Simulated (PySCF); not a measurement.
Precursor series Ti NH2-H. All species are isolated molecules in the gas phase. One relaxed conformer stands for each flexible species; it need not be the lowest.

The charge on the central atom (Mulliken) from two functionals at the same geometries (BP86-D3(BJ)/def2-SVP), both in PySCF: PBE-D3(BJ)/def2-TZVP and B3LYP-D3(BJ)/def2-TZVP. B3LYP has the VWN-RPA correlation part, as in Gaussian. 

```tsv
species	PBE-D3(BJ)/def2-TZVP (e)
0 of 4 NH2 replaced by H ([Ti(NH2)4])	1.45
1 of 4 NH2 replaced by H ([Ti(NH2)3(H)])	1.19
3 of 4 NH2 replaced by H	0.74
4 of 4 NH2 replaced by H	0.55
```

Task: What does B3LYP-D3(BJ)/def2-TZVP give for each?

Result: 
- 0 of 4 NH2 replaced by H ([Ti(NH2)4]): 1.61
- 1 of 4 NH2 replaced by H ([Ti(NH2)3(H)]): 1.34
- 3 of 4 NH2 replaced by H: 0.83
- 4 of 4 NH2 replaced by H: 0.61
Over these rows, drawn at random from the members with no instability flagged (it was tested for open shells, ions and some series alone), PBE minus B3LYP-D3(BJ): mean -0.11 e, from -0.16 e to -0.06 e.
